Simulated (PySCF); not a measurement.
Ga(OH)2(OMe), CH₅GaO₃, SMILES C[O][Ga]([OH])[OH], singlet (PBE0/def2-SVP optimised geometry):

```
10

Ga    -0.696    -0.106     0.000
O     -1.574     1.435     0.000
H     -0.989     2.200    -0.001
O     -1.572    -1.649    -0.001
H     -2.528    -1.539    -0.001
O      1.074    -0.106     0.000
C      1.866    -1.263     0.005
H      2.528    -1.275    -0.879
H      2.511    -1.282     0.901
H      1.279    -2.200    -0.005
```

Computed with PySCF 2.14.0 with PBE0/def2-TZVP.

### Question
What are the frontier orbital energies and the dipole moment?

### Answer
HOMO-2 -8.95 eV, HOMO-1 -8.42 eV, HOMO -7.96 eV, LUMO -0.83 eV, LUMO+1 0.36 eV; dipole moment 0.26 D.

Meta-Löwdin charges at PBE0/def2-TZVP: Ga1 1.12, O2 -0.72, H3 0.35, O4 -0.72, H5 0.35, O6 -0.58, C7 -0.11, H8 0.11, H9 0.11, H10 0.10.
